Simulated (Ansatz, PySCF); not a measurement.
Gas-phase reaction R1 → P1 + P2, each structure at its B3LYP-D3(BJ)/def2-TZVP stationary point, reached from a drawn start (curvature not checked).
R1: BH3O3 (SMILES OB(O)O), charge 0, multiplicity 1.
P1, BHO2 (SMILES O=BO) (charge 0, multiplicity 1):
```xyz
4

O     -0.803    -0.343     0.067
B      0.468    -0.075    -0.194
O      1.633     0.122    -0.461
H     -1.298     0.297     0.588
```
P2: H2O (SMILES O), charge 0, multiplicity 1.

| level | reaction energy (kcal/mol) | minus CCSD(T)/cc-pVQZ |
|---|---|---|
| HF/cc-pVDZ | 53.17 | 2.78 |
| SVWN5/def2-TZVPP | 58.60 | 8.21 |
| PBE/def2-TZVPP | 47.41 | -2.98 |
| PBE-D3(BJ)/def2-TZVPP | 48.23 | -2.15 |
| BLYP-D4/def2-TZVPP | 44.23 | -6.16 |
| revPBE-D3(BJ)/def2-TZVPP | 44.98 | -5.41 |
| revPBE-D4/def2-TZVPP | 46.33 | -4.06 |
| r2SCAN-D3(BJ)/def2-TZVPP | 52.10 | 1.71 |
| B97M-V/def2-TZVPP | 50.95 | 0.56 |
| CAM-B3LYP-D4/def2-TZVPP | 51.74 | 1.35 |
| B2PLYP/def2-TZVPP | 47.83 | -2.56 |
| MP2/cc-pVDZ | 48.84 | -1.55 |
| SCS-MP2/cc-pVDZ | 48.04 | -2.35 |
| CCSD(T)/cc-pVQZ | 50.39 | 0.00 |

 The comparison column counts from a level with limits of its own.

P less R. No zero-point or thermal terms. One arrangement of each flexible species, with no search for the lowest.

Frozen-core correlation throughout.

Programs: Ansatz (an electronic-structure program) with Gaussian orbitals; PySCF for the D3/D4 terms. All values are computed, each at the level named.
